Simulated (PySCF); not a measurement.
AsH2, optimised at GFN2-xTB:

```xyz
3

As     0.0533     0.1060     0.1759
H      0.4634     0.1102    -1.2712
H     -0.7602    -1.1308    -0.0907
```

Computed with PySCF (xtb for GFN2) and rigid-rotor harmonic-oscillator thermochemistry at 1 bar. 6-31G* has spherical d functions here. Open shells (unrestricted): AsH2 (multiplicity 2). GFN2 has no spin-polarisation term. B3LYP is the form with VWN-RPA correlation. As: all electrons, no relativistic terms. AsH2: computed as isolated molecules; such fragments, hydroxides, amides, oligomers or adducts are transient or little studied in the gas.

**Question.** List the harmonic frequencies (cm⁻¹, unscaled) at this level and at the other levels, each on its own geometry.

**Answer.** 
- GFN2-xTB: 1029, 1923, 1927
- B3LYP/6-31G*: 1020, 2161, 2178
- HF/6-31G*: 1115, 2332, 2336
- PBE/def2-SVP: 967, 2112, 2130
- PBE0/def2-TZVP: 1004, 2196, 2208
